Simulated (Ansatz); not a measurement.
`B[N]([GeH3])C=C`. The species carries charge 0 and has multiplicity 1. Correlated methods include outer-core shells of Ge, which these sets cover unevenly. Scalar relativity is left out up to krypton.

Z-matrix (Å, degrees):
```
Ge
N 1 1.875
H 1 1.536 2 108.6
H 1 1.536 2 108.6 3 -119.5
H 1 1.528 2 105.9 3 120.2
C 2 1.397 1 118.6 3 59.8
B 2 1.402 1 120.6 3 -120.2
C 6 1.330 2 126.7 1 -0.0
H 6 1.087 2 113.2 1 180.0
H 7 1.198 2 118.8 1 180.0
H 7 1.196 2 119.5 1 -0.0
H 8 1.081 6 119.8 2 -180.0
H 8 1.084 6 123.3 2 0.0
```

(1) Give the diagnostics of a CCSD(T)/def2-TZVPP run (frozen core, Ansatz). (Estimate.)

Results:

(1) Computed: T1 = 0.0131, largest single amplitude 0.032, largest double 0.063, (T) share of the correlation energy 4.0 %, 9 CCSD cycles. The RHF solution is stable towards an unrestricted one. T1 lies under the customary mark of 0.02 for closed shells.
